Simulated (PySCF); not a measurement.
Harmonic spectrum computed at PBE0 in the def2-TZVP basis family (core potentials from Rb on, PySCF, no spin–orbit coupling):

```
ω (cm⁻¹)  IR (km/mol)
     360         44.5
     586          0.1
     674         46.3
    1023          180
    1970          138
    1977          101
```

Which molecule gave it? In each, all ligands are bound to the one heavy central atom.
A. H₂TcO (quartet)
B. H₂ReO (quartet)
C. H₂RuO (triplet)
D. H₂MnO (quartet)
E. H₂MoO (triplet)

A. It has Cs symmetry with Tc–H 1.655 Å (×2), Tc–O 1.667 Å.
